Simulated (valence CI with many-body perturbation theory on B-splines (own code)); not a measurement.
**Sensitivity of CI+MBPT for Sm23+**

Computed by relativistic CI+MBPT: three valence electrons over a frozen Dirac-Fock core [Kr], a basis of 6 s, 6 p, 5 d, 5 f, 1 g functions for each j, with the one-electron correlation potential Σ1 (screened to all orders), the two-electron term Σ2, the three-electron term Σ3, Breit, model QED; selected single and double excitations, second order for the rest, scaled by the run's own slope (own B-spline code, finite nucleus).

No measured levels were compared; by estimate terms of the open shell hold to 2 to 4 % of their energy, and close levels can change places. Only levels of the ground parity were solved; by the run's estimate the other parity begins above the list, which can be wrong where configurations are misplaced.

The reference run has the lowest level (4d3/2^3) J=3/2 and an ionisation energy of 742.634 eV. Its largest variational space holds 2585 state functions.

Levels are named by their leading jj configuration (3d3/2^4 stands for four electrons in 3d with j = 3/2), which in mixed levels can hold well under half, so a name can repeat and another be missing. Letters in brackets count levels of one name in rising energy.

Changed runs:
A. factor on the speed of light 1 → 100; QED terms on → off; box radius (bohr) 6.222 → 3.93
B. scale of Σ1 1 → 0; lowest core n in screening and Σ2 2 → 1
C. core polarisation of operators on → off; hole-hole ladder in Σ2 on → off
D. highest l in the core sums 6 → 1 (bad on purpose)

Excitation energies of the reference run in cm⁻¹, and shifts in cm⁻¹:

```
                    Level  Reference       A       B       C       D
(4d3/2^2 4d5/2) J=5/2 [a]      35479  -35477    -406   -1044    +884
    (4d3/2^2 4d5/2) J=3/2      53733  -24856    -350    +863     +72
    (4d3/2^2 4d5/2) J=7/2      54015  -54011    -484   -1122   +1901
    (4d3/2^2 4d5/2) J=9/2      60192            -445   -1555   +3494
    (4d3/2^2 4d5/2) J=1/2      62873  -33998    -396   +1064    +233
(4d3/2 4d5/2^2) J=7/2 [a]      95627  -62134    -782   -1064   +2134
(4d3/2^2 4d5/2) J=5/2 [b]      95839  -66961    -606   +1421    -493
    (4d3/2 4d5/2^2) J=9/2     101280            -848   -1909   +3518
(4d3/2 4d5/2^2) J=3/2 [a]     113066            -823   +1414   -1494
    (4d3/2 4d5/2^2) J=1/2     118794  -74882    -835   +1609    -908
   (4d3/2 4d5/2^2) J=11/2     124212  -80292    -872   -2503   +6333
(4d3/2 4d5/2^2) J=5/2 [a]     131954  -84315    -797   +1333   +1146
   Ionisation energy (eV)    742.634  +0.908  -2.510  -0.282  -1.472
```

A blank means that the level has no clear partner in that run.
